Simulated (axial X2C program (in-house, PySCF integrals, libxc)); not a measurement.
**What spin–orbit coupling does to FeSi**

Calculated with an axial X2C code built on PySCF integrals. Spin-free means the one-electron spin-free X2C Hamiltonian; two-component (2c) means X2C with spin–orbit coupling and atomic mean-field two-electron Coulomb and Gaunt terms, so the difference of the two also holds small scalar two-electron terms. Basis: Fe dyall-cv3z [9s10p6d3f2g], Si dyall-v3z [8s7p2d1f] (cores contracted in-house); Gaussian nuclei, density fitting, unrestricted open shells. Masses: Fe 55.935 u, Si 27.977 u.

Spin-free state: M_S = 1, Λ = 0 (beyond evenly filled blocks: δ+α, δ-α); fragments Fe + Si.

```tsv
level	Re (Å)	ωe (cm⁻¹)	De (eV)	μ (D)
PBE0	2.191	371.0	2.167	-2.18
HF	2.519	257.1	0.844	-3.02
PBE50	2.286	322.2	1.638	-2.81
```

Dipoles are positive if Si is the positive end.

Two-component determinant lowest at the distance of the search:

Ω = 1 (⟨Sz⟩ = 1.00, ⟨Lz⟩ = 0.00 at PBE0); fragments Fe + Si.

| level | Re (Å) | ωe (cm⁻¹) | μ (D) |
| --- | --- | --- | --- |
| PBE0 | 2.191 | 370.9 | -2.18 |
| HF | 2.519 | 256.8 | -3.02 |
| PBE50 | 2.287 | 322.0 | -2.81 |

**Question.** From the two tables, how do the constants change at the PBE0 level (2c against spin-free)?

**Answer.** At the PBE0 level Re is unchanged within 0.001 Å and ωe is unchanged to within 0.2 cm⁻¹.

The state is a single determinant with fixed occupations, the lowest that a limited PBE0 search found. Dissociation energies refer to the lowest single-determinant-based atoms at the same level and basis. De is not given where an atomic determinant may have missed its ground term or J level, or where the truncated virtual space spoils (T). Density functionals use the spin component along the axis (collinear). The functionals have no current-density term, which raises determinants with orbital currents, atoms included. With several unpaired electrons one determinant need not be a pure state. Open-shell Ω = 0 determinants with evenly filled partner blocks cannot be reached by this program, so the Ω shown need not be the lowest component. The determinant is spin-polarised beyond a pure state at some levels (its spin-free form has ⟨S²⟩ too high), which makes Re and μ there less reliable. Under one Hamiltonian the search converged a single determinant, so lower ones may well exist.
